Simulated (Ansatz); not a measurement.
Ansatz (a first-principles code) input file for AlH₂, SMILES [AlH2-] (connectivity only; charge and spin as stated), charge -1, multiplicity 1, PBE/def2-TZVPD. Geometry: B3LYP-D3(BJ)/def2-TZVPD.

Ansatz 0.2 input:
```yaml
crystal:
  periodic: [false, false, false]
  atoms:
    - {symbol: Al, position_ang: [0.00000000, -0.00000000, -0.15502583]}
    - {symbol: H, position_ang: [-0.00000000, 1.23517895, 1.00766787]}
    - {symbol: H, position_ang: [-0.00000000, -1.23517894, 1.00766788]}
basis:
  gaussian:
    orbitals: def2-TZVPD
hamiltonian:
  xc: {name: PBE}
total_charge: -1
```

Log of the run:

```
WARN ansatz: RAYON_NUM_THREADS=1 ignored (pool sized by the plan → 1); use --threads N
Functional definition: PBE
integrals: 0.01 GiB planned
366 factors; their error is unknown
mean field: 0.10 GiB planned
mean field evaluation 1: about -6624.2583 eV, gradient 1.1e1 eV
mean field evaluation 2: about -6624.4053 eV, gradient 9.8e0 eV
mean field evaluation 4: about -6624.7288 eV, gradient 1.5e-1 eV
mean field evaluation 8: about -6624.7268 eV, gradient 4.6e-3 eV
mean field -6624.72682431 eV, -243.4542203922 hartree, gradient 1.6e-5 eV, S^2 0.000000; 0 other end points of the search recorded, 0 dependent functions left out
reference -6624.72686957 eV, -243.4542220557 hartree; 8, 8 occupied and 53, 53 virtual orbitals, 366 factors
Total energy: -6624.72686957 eV, -243.4542220557 hartree
```

Self-consistency was reached.

Cost: roughly 0.5 core-seconds.
